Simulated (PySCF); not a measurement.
PbBrI, SMILES [Br][Pb][I] (connectivity only; charge and spin as stated), neutral, multiplicity 1. Atoms are numbered in the order given.

```xyz
3

Pb     0.8458     0.4262     0.0000
Br    -1.1747     2.1450     0.0000
I     -0.5329    -2.0759     0.0000
```

The structure is a stationary point at B3LYP-D3(BJ)/def2-SVP. The def2 effective core potentials stand for the cores of I, Pb; spin–orbit coupling is left out.

Computed with PySCF with C-PCM-B3LYP/def2-SVP.

The values are the electrostatic part of the solvation free energy, E(continuum) − E(gas) at the gas-phase geometry, in a cavity of scaled van der Waals radii (PySCF's table); cavitation and dispersion terms are not included. A continuum can't describe solvent molecules that bind to the metal. In vacuum the orbital gap is 3.52 eV. The dipole moment in vacuum is 4.07 D.

```json
[
 {"solvent": "water", "ε": "78.36", "ΔG(elec) (kcal/mol)": "-10.1", "dipole (D)": "6.56", "gap (eV)": "4.14"},
 {"solvent": "toluene", "ε": "2.37", "ΔG(elec) (kcal/mol)": "-5.0", "dipole (D)": "5.29", "gap (eV)": "3.83"},
 {"solvent": "tetrahydrofuran", "ε": "7.43", "ΔG(elec) (kcal/mol)": "(withheld)", "dipole (D)": "(withheld)", "gap (eV)": "(withheld)"}
]
```

**Question.** Complete the blanks. (Estimate from the structure and the level; the computed values follow.)

**Answer.** 
- tetrahydrofuran, ΔG(elec) (kcal/mol): -8.4
- tetrahydrofuran, dipole (D): 6.13
- tetrahydrofuran, gap (eV): 4.04
